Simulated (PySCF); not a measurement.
What settings do to a single point of TlI3

The sound run of TlI3 (singlet) uses PySCF 2.14.0, RKS r2SCAN, Tl def2-SVP with ECP60, I def2-SVP with ECP28; non-relativistic Hamiltonian with scalar-relativistic core potentials where named; density fitting; no spin-orbit coupling, grid (50, 194), threshold 1e-8 Eh and 55 cycles, at the relaxed geometry:

```xyz
4

Tl    0.0000    0.0000   -0.0949
I     2.7359    0.0000   -0.0935
I    -1.3679    2.3693   -0.0935
I    -1.3679   -2.3693   -0.0935
```

There Tl1 has a Mulliken charge of 0.42 e and the dipole about the centre of mass is 0.00 D. Each run below changes one thing and starts from free metal ions and neutral atoms unless it says otherwise; with 55 cycles, smearing, a level shift and second-order steps follow where DIIS fails, and their cycles count. Energy shifts count from the sound run.

(1) One further run converged with energy shift (eV) 9.88, largest force component (eV/Å) 0.53, charge on Tl1 (e) 0.38, dipole about the centre of mass (D) 0.48. Which change was it?
A. threshold 1e-06
B. start from a density of up to 30 smeared cycles (not counted)
C. grid (15, 26)

(2) And the other changes listed?

Unsound on purpose, so not properties of the compound: grid (15, 26).

Forces carry noise of the integration grid, about 0.01 to 0.03 eV/Å.

No frequency check is given that shows the relaxed geometry to be a minimum.

Answers

(1) C.

(2) 
```tsv
change	outcome	cycles	energy shift (eV)	largest force component (eV/Å)	charge on Tl1 (e)	dipole about the centre of mass (D)
start from a density of up to 30 smeared cycles (not counted)	converged	7	0.0000	0.01	0.42	0.00
threshold 1e-06	converged	7	0.0000	0.01	0.42	0.00
```
